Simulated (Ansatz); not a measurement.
Basis sets compared for `Sc1sc(-c2sc(-c3sc(S)c4ccccc34)c3ccccc23)c2ccccc12`. The state is a singlet with charge 0. Geometry PBE-D4/def2-SVP. Ansatz on 2 threads of AMD EPYC 7R13 on a shared host and a share (18 GiB) of an NVIDIA H100 80GB HBM3; times are rough, and most runs start from earlier orbitals.

```xyz
43

S     5.229   -0.231    4.738
C     3.658   -0.149    3.949
S     3.511    0.251    2.269
C     1.788    0.015    2.239
C     1.046    0.217    1.018
S     1.658   -0.409   -0.484
C     0.341    0.217   -1.430
C     0.319    0.015   -2.859
S     1.763    0.249   -3.800
C     0.994   -0.150   -5.301
S     1.876   -0.075   -6.821
C    -0.369   -0.446   -5.098
C    -1.332   -0.820   -6.083
C    -2.617   -1.140   -5.684
C    -2.987   -1.118   -4.302
C    -2.081   -0.747   -3.324
C    -0.754   -0.375   -3.700
C    -0.575    0.905   -0.596
C    -1.733    1.641   -0.993
C    -2.466    2.325   -0.040
C    -2.071    2.324    1.334
C    -0.943    1.640    1.751
C    -0.173    0.904    0.799
C     1.328   -0.384    3.521
C     0.004   -0.757    3.906
C    -0.240   -1.147    5.212
C     0.811   -1.190    6.182
C     2.110   -0.866    5.837
C     2.399   -0.467    4.497
H     5.314    1.076    5.143
H     2.168   -1.409   -6.941
H    -1.026   -0.847   -7.139
H    -3.367   -1.429   -6.436
H    -4.008   -1.410   -4.015
H    -2.367   -0.749   -2.262
H    -2.019    1.676   -2.054
H    -3.355    2.898   -0.344
H    -2.662    2.896    2.065
H    -0.622    1.673    2.801
H    -0.804   -0.747    3.162
H    -1.258   -1.440    5.511
H     0.579   -1.501    7.212
H     2.936   -0.918    6.563
```

Single mean-field runs in def2-SVP, def2-TZVP are fitted with def2-universal-jkfit.

Binding counts from free atoms (S triplet, C triplet, H doublet) in the same basis, without a counterpoise term.

```json
{"level": "PBE-D4/def2-SVP", "functions": "496", "energy (Eh)": "-2910.7539", "HOMO (eV)": "-4.55", "LUMO (eV)": "-3.04", "binding per atom (eV)": "5.53", "wall time": "6.5 s"}
{"level": "PBE0-D4/def2-SVP", "functions": "496", "energy (Eh)": "-2910.9646", "HOMO (eV)": "-5.29", "LUMO (eV)": "-2.55", "binding per atom (eV)": "5.39", "wall time": "7 s"}
```

Problem. Estimate the rows for PBE-D4/def2-TZVP, PBE0-D4/def2-TZVP (with forces).

Solution. 
```csv
level,functions,energy (Eh),HOMO (eV),LUMO (eV),binding per atom (eV),wall time
PBE-D4/def2-TZVP,1013,-2912.4101,-4.63,-3.15,5.46,7 s
PBE0-D4/def2-TZVP (with forces),1013,-2912.6093,-5.31,-2.60,5.31,14 s
```
